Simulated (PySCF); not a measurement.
# One molecule, several mistakes: AlBO

Calculated results; nothing here was measured. The program is PySCF 2.14.0, an open-source quantum chemistry code, run on an isolated molecule that a program drew, which may never have been made. The molecule is AlBO (charge 0, singlet), drawn as the SMILES string `O=[B][Al]`.

Each row is a Hartree-Fock (HF) and frozen-core CCSD(T) single point in the cc-pV(D+d)Z basis, meant for a local HF minimum. Run 1 is clean. Each other run has one planted mistake out of seven kinds, and not every kind appears here: one electron removed, one electron added, multiplicity raised by two, geometry at a saddle point, minimal basis STO-3G, one bond length entered in bohr, all coordinates scaled. The reference is restricted for singlets and unrestricted otherwise, and also for a bond in bohr. Adding or removing an electron swaps singlet and doublet. Electrons count all cores. HOMO and LUMO are orbital energies over both spins, the gradient is its largest component, and the lowest frequency (negative if imaginary) is given only where the gradient is small. Bond lengths are over the 2 bonds as drawn. T1 is the CCSD diagnostic: over 0.02 (restricted) or 0.045 (unrestricted) a single reference is doubtful.

Geometry of the clean run:
```xyz
3
AlBO, angstrom
O    -0.8284   -3.3497   -1.5367
B    -0.1986   -2.7011   -0.7607
Al    0.9969   -1.4691    0.7123
```

```
run  electrons  basis functions  <S^2>  HOMO (eV)  LUMO (eV)  gradient (hartree/bohr)  lowest frequency (cm^-1)  mean bond (Å)  longest bond (Å)      T1  HF (hartree)  CCSD(T) (hartree)                          mistake
  1         26               51  0.000      -8.72       0.02                  1.7e-05                       244         1.7267             2.262  0.0222    -341.49323         -341.82478                         no fault
  2         26               51  0.000      -6.99      -1.28                  3.0e-02                         -         2.7330             4.275  0.0627    -341.38183         -341.72197  one bond length entered in bohr
  3         26               19  0.000      -4.63       8.37                  2.2e-02                         -         1.7267             2.262  0.0231    -337.21624         -337.37986             minimal basis STO-3G
  4         26               51  0.000      -8.28       0.19                  1.9e-01                         -         1.5713             2.058  0.0183    -341.45985         -341.78138           all coordinates scaled
  5         27               51  0.946      -0.81       5.39                  2.0e-02                         -         1.7267             2.262  0.0531    -341.50765         -341.84210                                ?
  6         26               51  2.009      -7.33      -0.76                  1.7e-02                         -         1.7267             2.262  0.0288    -341.44907         -341.75578                                ?
```

**Which mistake was planted in run 5, and what did it cost?**

It counts 27 electrons, one more than the clean run, at the same geometry and basis. So the mistake is: one electron added. Subtracting run 1 and multiplying by 627.51 kcal/mol a hartree, the energy moved by -9.0 kcal/mol in HF and -10.9 kcal/mol in CCSD(T).

**Which mistake was planted in run 6, and what did it cost?**

Electrons, basis and geometry are unchanged, and <S^2> is 2.009, beside S(S+1) = 2.00 for a multiplicity of 3. So the mistake is: multiplicity raised by two. Subtracting run 1 and multiplying by 627.51 kcal/mol a hartree, the energy moved by 27.7 kcal/mol in HF and 43.3 kcal/mol in CCSD(T).

Cautions from the logs. Run 1: T1 is over the limit, so its CCSD(T) energy is less reliable; run 2: T1 is over the limit, so its CCSD(T) energy is less reliable; run 3: T1 is over the limit, so its CCSD(T) energy is less reliable; run 5: T1 is over the limit, so its CCSD(T) energy is less reliable.
